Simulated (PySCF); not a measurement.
## Spinor energies of Mg+ (magnesium, charge +1)

Start: [Ne] 3d1; 3d5/2 filled at m_j = +5/2. Calculated with PySCF 2.14 in x2c-TZVPall-2c with one added diffuse shell each of s, p, d type (6s6p4d, 44 functions): generalised Hartree-Fock with the X2C-1e Hamiltonian and a Gaussian nucleus; one run each with spin-orbit coupling (SO) switched off, then screened by Boettger's factors. This is a chosen level, not necessarily the ground level.

```json
{"spinor shell": "1s1/2", "electrons": "2", "ε, spin-free (eV)": "-1350.4", "ε, screened SO (eV)": "-1350.4", "weight of nominal j (screened SO)": "1.000", "rms radius, screened SO (bohr)": "0.151"}
{"spinor shell": "2s1/2", "electrons": "2", "ε, spin-free (eV)": "-116.12", "ε, screened SO (eV)": "-116.12", "weight of nominal j (screened SO)": "1.000", "rms radius, screened SO (bohr)": "0.754"}
{"spinor shell": "2p1/2", "electrons": "2", "ε, spin-free (eV)": "-75.559", "ε, screened SO (eV)": "-75.774", "weight of nominal j (screened SO)": "0.995", "rms radius, screened SO (bohr)": "0.766"}
{"spinor shell": "2p3/2", "electrons": "4", "ε, spin-free (eV)": "-75.559", "ε, screened SO (eV)": "-75.452", "weight of nominal j (screened SO)": "0.997", "rms radius, screened SO (bohr)": "0.768"}
{"spinor shell": "3d5/2", "electrons": "1", "ε, spin-free (eV)": "-6.053", "ε, screened SO (eV)": "-6.053", "weight of nominal j (screened SO)": "1.000", "rms radius, screened SO (bohr)": "5.59"}
```

```tsv
quantity	spin-free	screened SO
E (hartree)	-199.35063	-199.35070
M_J	5/2	5/2
⟨J²⟩	8.750	8.750
⟨L²⟩	6.000	6.000
⟨S²⟩	0.750	0.750
```

Without spin-orbit coupling the j labels of p, d and f shells carry no meaning; the spin-free column gives the mean over the occupied spinors of each nl shell.
